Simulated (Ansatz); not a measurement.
Basis-set extrapolation for CH₆AlNS, SMILES `[AlH2][NH]CS` (PBE0-D4/def2-TZVP geometry, frozen core, Ansatz). Multiplicity 1, RHF reference.

```tsv
	def2-TZVPP	def2-QZVPP
HF	-735.331038	-735.354552
MP2 correlation	-0.647609	-0.695427
CCSD(T) correlation	-0.723313	not run
```

Energies in hartree. Use E(X) = E(∞) + A·exp(−7.88·√X) for Hartree–Fock and E(X) = E(∞) + B·X^(−2.97) for correlation, with X = 3 and 4, and add CCSD(T) minus MP2 of the smaller set to the MP2 limit.

Q: What is the CCSD(T) energy at the basis-set limit?

A: HF limit: -735.354552 + (-0.023514) × 0.13774 = -735.35779. MP2 limit: -0.695427 + (-0.047818) × 0.74074 = -0.73085. Higher-order term: -0.723313 − (-0.647609) = -0.07570. Total: -736.16434 hartree, 69.0 kcal/mol below CCSD(T)/def2-TZVPP.
